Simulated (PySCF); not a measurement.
PySCF input (HF/def2-TZVPD):

```python
from pyscf import gto, scf, dft

mol = gto.M(
    atom='''
    B     0.01542677   -0.39844804   -0.19399894
    Cl    0.11738002    1.20856965    0.57857326
    C     1.33114266   -1.05470946   -0.59104091
    C    -1.40056826   -1.02109873   -0.41064278
    H     1.36762148   -2.02995853   -1.06579955
    H     2.29603811   -0.58987040   -0.42376585
    H    -1.92699242   -1.11805515    0.54415193
    H    -2.02111852   -0.35886042   -1.02261800
    H    -1.37158916   -2.00185018   -0.88761710
    ''',
    basis='def2-tzvpd',
    charge=0,
    spin=1,
    verbose=4,
)

mf = scf.UHF(mol).density_fit(auxbasis='def2-universal-jkfit')
mf.conv_tol = 1e-9
mf.max_cycle = 100
mf.max_memory = 1500
mf.kernel()
if not mf.converged:
    mf = mf.newton()
    mf.kernel(mf.make_rdm1())
for _ in range(2):
    mo, _, stable, _ = mf.stability(return_status=True)
    if stable:
        break
    mf.kernel(mf.make_rdm1(mo, mf.mo_occ))
mf.analyze()
```

Output:

```
PySCF version 2.14.0

[INPUT] verbose = 4
[INPUT] num. atoms = 9
[INPUT] num. electrons = 39
[INPUT] charge = 0
[INPUT] spin (= nelec alpha-beta = 2S) = 1
[INPUT] symmetry False subgroup None
[INPUT] Mole.unit = angstrom
[INPUT] Symbol           X                Y                Z      unit          X                Y                Z       unit  Magmom
[INPUT]  1 B      0.015426770000  -0.398448040000  -0.193998940000 AA    0.029152370287  -0.752957670470  -0.366604865056 Bohr   0.0
[INPUT]  2 Cl     0.117380020000   1.208569650000   0.578573260000 AA    0.221816090296   2.283865640961   1.093345004397 Bohr   0.0
[INPUT]  3 C      1.331142660000  -1.054709460000  -0.591040910000 AA    2.515495060125  -1.993112020388  -1.116905448314 Bohr   0.0
[INPUT]  4 C     -1.400568260000  -1.021098730000  -0.410642780000 AA   -2.646690430159  -1.929596945841  -0.776002389230 Bohr   0.0
[INPUT]  5 H      1.367621480000  -2.029958530000  -1.065799550000 AA    2.584430039272  -3.836065665925  -2.014069253185 Bohr   0.0
[INPUT]  6 H      2.296038110000  -0.589870400000  -0.423765850000 AA    4.338883199464  -1.114693504988  -0.800801397444 Bohr   0.0
[INPUT]  7 H     -1.926992420000  -1.118055150000   0.544151930000 AA   -3.641487917913  -2.112818025660   1.028298117853 Bohr   0.0
[INPUT]  8 H     -2.021118520000  -0.358860420000  -1.022618000000 AA   -3.819360468086  -0.678147910746  -1.932467950050 Bohr   0.0
[INPUT]  9 H     -1.371589160000  -2.001850180000  -0.887617100000 AA   -2.591927867822  -3.782948582611  -1.677353222481 Bohr   0.0

nuclear repulsion = 131.496193262867
number of shells = 80
number of NR pGTOs = 283
number of NR cGTOs = 202
basis = def2-tzvpd
ecp = {}

******** <class 'pyscf.df.df_jk.DFUHF'> ********
method = DFUHF
initial guess = minao
damping factor = 0
level_shift factor = 0
DIIS = <class 'pyscf.scf.diis.CDIIS'>
diis_start_cycle = 1
diis_space = 8
diis_damp = 0
SCF conv_tol = 1e-09
SCF conv_tol_grad = None
SCF max_cycles = 100
direct_scf = False
number electrons alpha = 20  beta = 19
Set gradient conv threshold to 3.16228e-05
******** <class 'pyscf.df.df.DF'> ********
auxbasis = def2-universal-jkfit
init E= -563.265465345861
  alpha nocc = 20  HOMO = -0.180003254647822  LUMO = 0.036578591261982
  beta  nocc = 19  HOMO = -0.330047283038031  LUMO = -0.180003254647833

WARN: HOMO -0.180003254647822 >= LUMO -0.180003254647833

cycle= 1 E= -562.842163246591  delta_E= 0.423  |g|= 0.268  |ddm|= 1.46
  alpha nocc = 20  HOMO = -0.408337804235112  LUMO = 0.0454798443066586
  beta  nocc = 19  HOMO = -0.410877574688751  LUMO = -0.021249426218116
  HOMO = -0.408337804235  LUMO = -0.0212494262181  gap/eV = 10.53321
cycle= 2 E= -562.895409681386  delta_E= -0.0532  |g|= 0.11  |ddm|= 0.419
  alpha nocc = 20  HOMO = -0.383735705097511  LUMO = 0.0489158862339246
  beta  nocc = 19  HOMO = -0.42869543652338  LUMO = 0.0284130893245266
  HOMO = -0.383735705098  LUMO = 0.0284130893245  gap/eV = 11.21514
cycle= 3 E= -562.902657847686  delta_E= -0.00725  |g|= 0.0378  |ddm|= 0.133
  alpha nocc = 20  HOMO = -0.396145020494785  LUMO = 0.0487211638678018
[...]
  beta  nocc = 19  HOMO = -0.430618274586262  LUMO = 0.0283799066789522
  HOMO = -0.402141898584  LUMO = 0.028379906679  gap/eV = 11.71510
Extra cycle  E= -562.904336819417  delta_E= -2.84e-11  |g|= 3.08e-06  |ddm|= 9.71e-06
converged SCF energy = -562.904336819417  <S^2> = 0.75868233  2S+1 = 2.0086636
uhf_internal: lowest eigs of H = [0.31687563 0.42969924 0.43765628]
<class 'pyscf.df.df_jk.DFUHF'> wavefunction is stable in the internal stability analysis
**** SCF Summaries ****
Total Energy =                        -562.904336819417153
Nuclear Repulsion Energy =             131.496193262867024
One-electron Energy =                -1034.891412469740317
Two-electron Energy =                  340.490882387456224
Two-electron Coulomb Energy =          384.163151676611278
DFT Exchange-Correlation Energy =      -43.672269289155054
HOMO-LUMO gap [eV] =                    11.715095033041095
**** MO energy ****
                             alpha | beta                alpha | beta
MO #1   energy= -104.81410577514   | -104.813704753847  occ= 1 | 1
MO #2   energy= -11.247068653396   | -11.228624842038   occ= 1 | 1
MO #3   energy= -11.2036550135256  | -11.2038742004002  occ= 1 | 1
MO #4   energy= -10.5440147962223  | -10.5436397571443  occ= 1 | 1
MO #5   energy= -8.01061458278743  | -8.01052277668855  occ= 1 | 1
MO #6   energy= -8.01057980112751  | -8.00942281769473  occ= 1 | 1
MO #7   energy= -8.00958607968371  | -8.00886698579811  occ= 1 | 1
MO #8   energy= -7.64423152354411  | -7.64449208064729  occ= 1 | 1
MO #9   energy= -1.09885459899122  | -1.09453012186754  occ= 1 | 1
MO #10  energy= -0.978357454591254 | -0.958321895152171 occ= 1 | 1
MO #11  energy= -0.942689267896984 | -0.88180755126546  occ= 1 | 1
MO #12  energy= -0.657545902322848 | -0.647006146010394 occ= 1 | 1
MO #13  energy= -0.611776194461612 | -0.601166155289233 occ= 1 | 1
MO #14  energy= -0.579726141694448 | -0.575919709590277 occ= 1 | 1
MO #15  energy= -0.562863975780473 | -0.556953431941664 occ= 1 | 1
MO #16  energy= -0.514051986313935 | -0.507451258153572 occ= 1 | 1
MO #17  energy= -0.497040333009503 | -0.495106207687513 occ= 1 | 1
MO #18  energy= -0.475658483807211 | -0.459327951107756 occ= 1 | 1
MO #19  energy= -0.433734115132459 | -0.430618274586262 occ= 1 | 1
MO #20  energy= -0.402141898584134 | 0.0283799066789522 occ= 1 | 0
MO #21  energy= 0.0474894795009497 | 0.0487690170113985 occ= 0 | 0
MO #22  energy= 0.0795319663210844 | 0.080020987909268  occ= 0 | 0
MO #23  energy= 0.082477317272626  | 0.0834262766142676 occ= 0 | 0
MO #24  energy= 0.0856124298791875 | 0.0876084917539015 occ= 0 | 0
MO #25  energy= 0.103738492501717  | 0.104027039830432  occ= 0 | 0
MO #26  energy= 0.110091942174185  | 0.111012649568876  occ= 0 | 0
MO #27  energy= 0.135001018666895  | 0.136052987602839  occ= 0 | 0
MO #28  energy= 0.135025494033827  | 0.156568011187254  occ= 0 | 0
MO #29  energy= 0.155675652036871  | 0.166878789630926  occ= 0 | 0
MO #30  energy= 0.164151638533854  | 0.172235805545335  occ= 0 | 0
MO #31  energy= 0.169772452915697  | 0.185320740419509  occ= 0 | 0
MO #32  energy= 0.184277938623756  | 0.191889644035632  occ= 0 | 0
MO #33  energy= 0.194801449621755  | 0.196721153970541  occ= 0 | 0
MO #34  energy= 0.204675533643143  | 0.212418473270612  occ= 0 | 0
MO #35  energy= 0.210905067385283  | 0.230769116462545  occ= 0 | 0
MO #36  energy= 0.23189446126473   | 0.237005543825844  occ= 0 | 0
MO #37  energy= 0.246972679754401  | 0.248529412301458  occ= 0 | 0
MO #38  energy= 0.248322387787593  | 0.25253409926084   occ= 0 | 0
MO #39  energy= 0.266742354376186  | 0.267302920316917  occ= 0 | 0
MO #40  energy= 0.284677918635     | 0.287885299788148  occ= 0 | 0
MO #41  energy= 0.287124182044006  | 0.294340986074519  occ= 0 | 0
MO #42  energy= 0.302151721140319  | 0.302708324620108  occ= 0 | 0
MO #43  energy= 0.311163499668195  | 0.313578256402137  occ= 0 | 0
MO #44  energy= 0.32648024174462   | 0.329829359841251  occ= 0 | 0
MO #45  energy= 0.329245539936773  | 0.332178964932722  occ= 0 | 0
MO #46  energy= 0.336676139820488  | 0.338136113163752  occ= 0 | 0
MO #47  energy= 0.338332806046623  | 0.345577131908221  occ= 0 | 0
MO #48  energy= 0.346972750252767  | 0.351382330345513  occ= 0 | 0
MO #49  energy= 0.362778137893522  | 0.366249657169557  occ= 0 | 0
MO #50  energy= 0.36444281979261   | 0.367449505775462  occ= 0 | 0
MO #51  energy= 0.37429582344792   | 0.375897912412654  occ= 0 | 0
MO #52  energy= 0.374296093348275  | 0.378005583708422  occ= 0 | 0
MO #53  energy= 0.375123185460141  | 0.381434148737479  occ= 0 | 0
MO #54  energy= 0.392587499777262  | 0.395134877892256  occ= 0 | 0
MO #55  energy= 0.402939724787654  | 0.409338162250881  occ= 0 | 0
MO #56  energy= 0.417975700532161  | 0.421916899836284  occ= 0 | 0
MO #57  energy= 0.430903621642725  | 0.433126368723238  occ= 0 | 0
MO #58  energy= 0.433288697279794  | 0.436072654601555  occ= 0 | 0
MO #59  energy= 0.437774677244426  | 0.439579137583242  occ= 0 | 0
MO #60  energy= 0.446945339208057  | 0.454092744378198  occ= 0 | 0
MO #61  energy= 0.460781524866154  | 0.462035417789567  occ= 0 | 0
MO #62  energy= 0.476636222057757  | 0.479294411151755  occ= 0 | 0
MO #63  energy= 0.483172809111838  | 0.484182675368984  occ= 0 | 0
MO #64  energy= 0.485906483557694  | 0.489752577176422  occ= 0 | 0
MO #65  energy= 0.486445527756695  | 0.490154013806088  occ= 0 | 0
MO #66  energy= 0.501945494654795  | 0.505630927022571  occ= 0 | 0
MO #67  energy= 0.518990557409548  | 0.527960261755923  occ= 0 | 0
MO #68  energy= 0.525508850703821  | 0.531105100372943  occ= 0 | 0
MO #69  energy= 0.543731885444031  | 0.548283885320377  occ= 0 | 0
MO #70  energy= 0.548972163767287  | 0.553913821969565  occ= 0 | 0
MO #71  energy= 0.565370184402212  | 0.566353720884593  occ= 0 | 0
MO #72  energy= 0.568549966191026  | 0.575813248633303  occ= 0 | 0
MO #73  energy= 0.574237090883858  | 0.57792040510506   occ= 0 | 0
MO #74  energy= 0.591754746745151  | 0.605664419513669  occ= 0 | 0
MO #75  energy= 0.60210574051987   | 0.641500891149591  occ= 0 | 0
MO #76  energy= 0.633959593381426  | 0.641920393058347  occ= 0 | 0
MO #77  energy= 0.65893627630838   | 0.660804561517535  occ= 0 | 0
MO #78  energy= 0.674227230850074  | 0.681298844199389  occ= 0 | 0
MO #79  energy= 0.675693156607207  | 0.683579988246544  occ= 0 | 0
MO #80  energy= 0.697471548100096  | 0.70134384370642   occ= 0 | 0
MO #81  energy= 0.729965339949655  | 0.732904495737123  occ= 0 | 0
MO #82  energy= 0.738388372376177  | 0.75132645684704   occ= 0 | 0
MO #83  energy= 0.796952369507669  | 0.799780823160456  occ= 0 | 0
MO #84  energy= 0.798999584463586  | 0.801111565329391  occ= 0 | 0
MO #85  energy= 0.80517510477757   | 0.810537746170086  occ= 0 | 0
MO #86  energy= 0.814948986971044  | 0.817717129610023  occ= 0 | 0
MO #87  energy= 0.857316125119059  | 0.85882781696379   occ= 0 | 0
MO #88  energy= 0.859942807853318  | 0.872643198192894  occ= 0 | 0
MO #89  energy= 0.867711667586236  | 0.872805589636833  occ= 0 | 0
MO #90  energy= 0.871343386018934  | 0.874318946916764  occ= 0 | 0
MO #91  energy= 0.887832318585486  | 0.892006109107495  occ= 0 | 0
MO #92  energy= 0.912944425249297  | 0.917791214858571  occ= 0 | 0
MO #93  energy= 0.933256750968811  | 0.944667736407191  occ= 0 | 0
MO #94  energy= 0.942035817415134  | 0.945334512689531  occ= 0 | 0
MO #95  energy= 0.983148072554585  | 0.986127984933242  occ= 0 | 0
MO #96  energy= 0.992744655811731  | 0.995672059062891  occ= 0 | 0
MO #97  energy= 1.01295466980771   | 1.01503230812533   occ= 0 | 0
MO #98  energy= 1.01349006313367   | 1.03606811143648   occ= 0 | 0
MO #99  energy= 1.05677139235107   | 1.06154365285526   occ= 0 | 0
MO #100 energy= 1.11884665281708   | 1.14426810806794   occ= 0 | 0
MO #101 energy= 1.17426315921162   | 1.17777829679681   occ= 0 | 0
MO #102 energy= 1.17582176648923   | 1.19272817605823   occ= 0 | 0
MO #103 energy= 1.21178918029778   | 1.21825989810941   occ= 0 | 0
MO #104 energy= 1.25072721516681   | 1.25527183342004   occ= 0 | 0
[...]
```

It need not be the lowest isomer of its formula.
